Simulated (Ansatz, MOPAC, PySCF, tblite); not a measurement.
Dissociation curve of MgN (cation, charge +1), lowest singlet found (which spin is the ground state isn't settled by this scan).

- RKS-M06-2X/6-31G* = restricted M06-2X/6-31G*, spherical d run with PySCF
- RCCSD(T) = CCSD(T) on RHF/aug-cc-pVDZ, frozen core (Ansatz, a first-principles code)
- GFN2-xTB, 300 K electronic temperature (tblite)
- PM6, restricted, heats of formation (MOPAC)
- RHF/aug-cc-pVDZ (Ansatz)

Energies are in kJ/mol, each relative to the lowest point of its own curve between 1.76 and 2.38 Å, where full CI is lowest.

| R / Å | RKS-M06-2X/6-31G* | RCCSD(T) | GFN2-xTB | PM6 | RHF |
|---|---|---|---|---|---|
| 1.76 | 44.4 | 54.0 | 18.9 | 10.6 | 37.1 |
| 1.85 | 13.7 | 20.0 | (withheld) | 0.0 | 8.7 |
| 1.92 | 2.5 | 6.3 | 0.0 | 1.2 | 0.0 |
| 2.01 | 0.0 | 0.0 | 0.7 | 11.9 | 0.8 |
| 2.07 | 3.7 | 0.8 | 3.6 | 23.5 | 6.7 |
| 2.16 | 15.1 | 6.9 | 10.5 | (withheld) | 21.0 |
| 2.21 | 23.6 | 12.1 | 15.3 | (withheld) | 31.0 |
| 2.30 | 41.4 | 23.2 | 25.0 | 88.0 | 51.3 |
| 2.38 | (withheld) | 34.2 | 34.5 | 114.4 | 71.0 |
| 2.55 | 99.1 | 57.5 | 56.5 | 171.6 | 114.8 |
| 2.68 | (withheld) | 73.5 | 74.3 | 214.1 | 148.0 |
| 2.85 | 167.7 | — | (withheld) | 265.7 | 189.5 |
| 3.08 | 213.9 | — | 131.5 | 326.3 | 240.6 |
| 3.40 | 266.3 | — | 174.4 | 392.1 | 300.9 |
| 3.77 | 310.9 | — | 215.6 | 445.0 | 355.9 |

Question: Fill in the missing entries.

Answer: 
- 1.85, GFN2-xTB: 4.1
- 2.16, PM6: 45.9
- 2.21, PM6: 60.1
- 2.38, RKS-M06-2X/6-31G*: 59.1
- 2.68, RKS-M06-2X/6-31G*: 129.7
- 2.85, GFN2-xTB: 98.6

Dashes: no converged value, or the column stops at the first point that the program doubted or that broke a chosen test of continuity, which isn't proof of a fault.

The scan ran from 1.52 to 7.14 Å; beyond the distances shown full CI changes its symmetry label. The restricted form behind RKS-M06-2X/6-31G*, PM6, RHF keeps the bonding electrons paired and can't separate into open-shell fragments. The T1 diagnostic of CCSD on the restricted reference of RCCSD(T) exceeds 0.045 at 3.08 to 3.77 Å.
